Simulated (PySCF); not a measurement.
**Dipole response of C²⁺ (carbon, charge +2)**

[He] 2s2, closed-shell 1S. All numbers are calculated (PySCF 2.14, the spin-free X2C one-electron Hamiltonian (Gaussian nucleus), in aug-cc-pVDZ-DK (4s3p2d, 23 functions)). Coupled (time-dependent) response in atomic units; α is the mean over directions. A double-zeta set is small for polarisabilities.

```
 method  mean α (bohr³)  C₆ (like pair)  S(−4)
    UHF           4.541           7.149  23.05
    PBE           4.260           6.531  20.13
   PBE0           4.313           6.645  20.66
  B3LYP           4.369           6.723  21.58
wB97X-V           4.359           6.799  20.75
```

S(−4) is the Cauchy moment in α(ω) = α(0) + S(−4) ω² + …

α(iu) at PBE0:

```json
{"u (hartree)": "0", "α(iu) (bohr³)": "4.313"}
{"u (hartree)": "0.0500", "α(iu) (bohr³)": "4.262"}
{"u (hartree)": "0.100", "α(iu) (bohr³)": "4.116"}
{"u (hartree)": "0.200", "α(iu) (bohr³)": "3.626"}
{"u (hartree)": "0.300", "α(iu) (bohr³)": "3.036"}
{"u (hartree)": "0.500", "α(iu) (bohr³)": "2.028"}
{"u (hartree)": "0.750", "α(iu) (bohr³)": "1.267"}
{"u (hartree)": "1.00", "α(iu) (bohr³)": "0.8512"}
{"u (hartree)": "1.50", "α(iu) (bohr³)": "0.4554"}
{"u (hartree)": "2.00", "α(iu) (bohr³)": "0.2817"}
{"u (hartree)": "3.00", "α(iu) (bohr³)": "0.1378"}
{"u (hartree)": "5.00", "α(iu) (bohr³)": "0.05449"}
```

A single London oscillator, α(iu) = α/(1 + u²/ω²), gives C₆ = (3/4) ω α². Matching the computed C₆ needs ω = 4 × 6.645 / (3 × 4.313²) = 0.476 hartree.

For an ion, C₆ is the dispersion term alone; charge-induced terms of lower order in 1/R come first.
